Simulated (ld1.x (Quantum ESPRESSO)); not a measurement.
An all-electron radial function and its pseudo partner (Pb)

Columns: radius, all-electron u(r) and pseudo u(r) of the 6s shell (level -27.44 eV) of lead in the configuration [Xe] 4f14 5d10 6s2 6p0; PBE, scalar-relativistic, TM scheme, ld1.x (Quantum ESPRESSO) 7.5.

| r (bohr) | all-electron | pseudo |
| --- | --- | --- |
| 0.103 | 0.1412 | -0.0511 |
| 0.205 | -0.0465 | -0.0984 |
| 0.308 | -0.2637 | -0.1397 |
| 0.410 | -0.0751 | -0.1722 |
| 0.513 | 0.2058 | -0.1961 |
| 0.615 | 0.3744 | -0.2128 |
| 0.718 | 0.3979 | -0.2263 |
| 0.820 | 0.3093 | -0.2414 |
| 0.923 | 0.1548 | -0.2640 |
| 1.025 | -0.0232 | -0.2990 |
| 1.128 | -0.2011 | -0.3520 |
| 1.230 | -0.3600 | -0.4242 |
| 1.332 | -0.4941 | -0.5122 |
| 1.435 | -0.6023 | -0.6044 |
| 1.538 | -0.6837 | -0.6837 |
| 1.640 | -0.7402 | -0.7402 |
| 1.743 | -0.7760 | -0.7760 |
| 1.845 | -0.7935 | -0.7935 |
| 1.948 | -0.7964 | -0.7964 |
| 2.050 | -0.7872 | -0.7872 |
| 2.153 | -0.7685 | -0.7685 |
| 2.255 | -0.7427 | -0.7427 |
| 2.358 | -0.7114 | -0.7114 |
| 2.460 | -0.6767 | -0.6767 |
| 2.562 | -0.6396 | -0.6396 |
| 2.665 | -0.6009 | -0.6009 |

Q: How many radial nodes do the two functions have?

A: The all-electron 6s function has n − l − 1 = 5 (the table is too coarse to show those close to the nucleus); the pseudo-wave has 0, since the states of the same l below it are removed with the core.

Q: At about which radius was the pseudo-wave matched?

A: 1.60 bohr, where the columns begin to agree (steps of 0.10 bohr).

Q: Is the pseudo-wave norm-conserving?

A: Yes: the TM scheme keeps the norm inside the radius equal to the all-electron one, which fixes the energy derivative of the logarithmic derivative at the level.
